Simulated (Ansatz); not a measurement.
```yaml
crystal:
  periodic: [false, false, false]
  atoms:
    - {symbol: C, position_ang: [0.583862, -0.186333, -2.057085]}
    - {symbol: C, position_ang: [-0.542487, -0.066423, -1.237066]}
    - {symbol: C, position_ang: [-0.516470, 0.045125, 0.289699]}
    - {symbol: C, position_ang: [-1.718200, 0.160530, 1.010441]}
    - {symbol: Si, position_ang: [1.187126, 0.031045, 1.274043]}
    - {symbol: H, position_ang: [0.487639, -0.265017, -3.187493]}
    - {symbol: H, position_ang: [1.641616, -0.210850, -1.632514]}
    - {symbol: H, position_ang: [-1.579088, -0.047730, -1.720768]}
    - {symbol: H, position_ang: [-1.739249, 0.245420, 2.145589]}
    - {symbol: H, position_ang: [-2.729565, 0.173575, 0.479040]}
    - {symbol: H, position_ang: [0.869658, 0.153912, 2.796191]}
    - {symbol: H, position_ang: [1.977054, -1.291761, 1.016379]}
    - {symbol: H, position_ang: [2.099628, 1.221966, 0.838979]}
basis:
  gaussian: {orbitals: "6-31++G**"}
hamiltonian: {xc: {name: PBEsol}, pseudopotentials: {relativity: none}}
accuracy: high
```

```sh
$ ansatz run in.yaml --threads 4 --pin off --events-out ev --progress --plain --max-ram 10444MiB
```

Shortened log:

```
Functional definition: PBEsol
3222 factors; integrals over basis functions are off by at most 3.9e-9 eV
mean field evaluation 1: about -12097.7154 eV, gradient 6.7e1 eV
mean field evaluation 2: about -12066.2318 eV, gradient 1.2e2 eV
mean field evaluation 4: about -12109.1370 eV, gradient 2.3e1 eV
mean field evaluation 8: about -12110.4765 eV, gradient 2.4e-1 eV
mean field evaluation 16: about -12110.4748 eV, gradient 3.9e-5 eV
mean field -12110.47478553 eV, -445.0517395935 hartree, gradient 7.9e-8 eV, S^2 0.000000; 0 other end points of the search recorded, 0 dependent functions left out
reference -12110.47479263 eV, -445.0517398546 hartree; 23, 23 occupied and 124, 124 virtual orbitals, 3222 factors
Total energy: -12110.47479263 eV, -445.0517398546 hartree
```

It took 4.4 s on 4 threads of an Arm Neoverse V2 on a shared host, with 0.58 GiB of host memory at the peak.
